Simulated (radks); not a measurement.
Os48+, 28 electrons, occupied as [Ar] 3d10. Method: scalar-relativistic Kohn-Sham, exchange-only LDA, spin-polarised, spherical densities, point nucleus; computed with a radial shooting solver on a logarithmic mesh with Libxc functionals. Some entries of the table are withheld. Estimate them.

orbital,occ.,eigenvalue (hartree),<1/r> (bohr^-1)
1s,2,-2806.292,90.45
2s,2,(1),21.22
2p,6,-503.2860,19.09
3s,2,(2),8.026
3p,6,-178.6323,(3)
3d,10,(4),(5)

Answer. 
(1) 2s eigenvalue (hartree): -563.9591
(2) 3s eigenvalue (hartree): -196.5586
(3) 3p <1/r> (bohr^-1): 7.401
(4) 3d eigenvalue (hartree): -159.4436
(5) 3d <1/r> (bohr^-1): 6.987
